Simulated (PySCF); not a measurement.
A side-by-side comparison of computed properties.

First species: C3H10Cl2Si3.
InChI=1S/C3H10Cl2Si3/c1-3(4)2-6-8-7-5/h1-2,6-8H2

Second species: C5H9FS3Si.
Numbering: `[CH3:1]/[C:2](=[CH:3]/[F:4])[SiH:5]1[S:6][CH2:7][S:8][CH2:9][S:10]1` (hydrogens: H11, H12, H13 on C1; H14 on C3; H15 on Si5; H16, H17 on C7; H18, H19 on C9)

Levels: PBE0/pcSseg-1 for HOMO energy, LUMO energy and HOMO–LUMO gap. Geometries: GFN2-xTB. Each structure is a single optimised conformer of the isolated species, non-relativistic unless stated. Electronic properties by PySCF.

The conformers computed, where there is a choice (atom-mapped SMILES and torsion angles):
- `[CH2:1]=[C:2]([Cl:3])[CH2:4][SiH2:5][SiH2:6][SiH2:7][Cl:8]`: C1–C2–C4–Si5 -112°, C2–C4–Si5–Si6 -70°, C4–Si5–Si6–Si7 -30°, Si5–Si6–Si7–Cl8 -20°

The conformers of `C/C(=C/F)[SiH]1SCSCS1` aren't listed.

Values for the first species:

- HOMO energy: -7.33 eV
- LUMO energy: -0.98 eV
- HOMO–LUMO gap: 6.35 eV

Task: Estimate the same properties for the second species, and the change in each.

Result: 
```
     property     first    second  second less first
  HOMO energy  -7.33 eV  -6.72 eV           +0.61 eV
  LUMO energy  -0.98 eV  -0.74 eV           +0.24 eV
HOMO–LUMO gap   6.35 eV   5.98 eV           -0.37 eV
```

